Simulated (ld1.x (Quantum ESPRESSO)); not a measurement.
# S: one change to an ultrasoft potential, before and after

```
Element                 : sulfur
Generator               : ld1.x (Quantum ESPRESSO) 7.5
Type                    : ultrasoft
Functional              : PBE
Relativity              : scalar-relativistic
Frozen core             : [Ne]
Valence charge          : 6
Reference configuration : 3s2 3p3.5 (charge +0.5)
Partial waves           : 3s (bound): rcut 1.25, rcutus 1.50 bohr; 3s channel at 0.05 Ry: rcut 1.25, rcutus 1.50 bohr; 3p (bound): rcut 1.40, rcutus 1.55 bohr; 3p channel at -0.5 Ry: rcut 1.40, rcutus 1.55 bohr
Local potential         : all-electron potential smoothed inside 1.35 bohr (lloc = -2)
Core correction         : a·sin(br)/r model core inside 1.00 bohr
Augmentation charge     : built from norm-conserving waves at rcut, not smoothed further
```

Change: all radii but the core radius scaled by about 1.13 (s 1.70, p 1.74 bohr, rcut 1.40/1.58); local potential all-electron potential smoothed inside 1.52 bohr (lloc = -2).

Cutoffs: the cutoffs (Ry, on a coarse ladder) from which the occupation-weighted sum of valence levels, in a spherical-Bessel basis at the reference potential, stays within 10 and 1 mRy of its value at 400 Ry; they do not see the model core or the augmentation charge, which bear on the density cutoff. Errors are all-electron minus pseudo energies relative to the spin-unpolarised reference configuration.

Problem. What does the change do?

Solution. The potential gets softer (18 Ry and 35 Ry → 18 Ry and 25 Ry); of the 7 tests that both files solve, the error grows in 2 and shrinks in 0 by more than 15 % and 0.3 meV (median size 1.0 → 1.0 meV); neither file shows a bound ghost. A larger radius leaves more room for a smooth pseudo-wave, so fewer plane waves are needed.

```tsv
quantity	base	changed
cutoff, loose	18 Ry	18 Ry
cutoff, tight	35 Ry	25 Ry
loose cutoff by channel (10 mRy a level)	s 10 Ry, p 12 Ry	s 6 Ry, p 15 Ry
bound ghosts	none	none
error for 3s2 3p4, meV [ΔE -4.66 eV]	+0.6	+0.6
error for 3s2 3p3, meV [ΔE 7.11 eV]	0.0	+0.1
error for 3s2 3p2, meV [ΔE 29.39 eV]	+7.0	+8.2
error for 3s2 3p4.3, meV [ΔE -6.37 eV]	+1.0	+1.0
error for 3s2 3p1, meV [ΔE 63.43 eV]	+39	+44
error for 3s0 3p6, meV [ΔE 16.08 eV]	-2.6	-3.8
error for 3s1 3p5, meV [ΔE 5.65 eV]	-0.4	-0.7
lowest overlap eigenvalue by channel	s 0.39, p 0.68	s 0.43, p 0.82
```
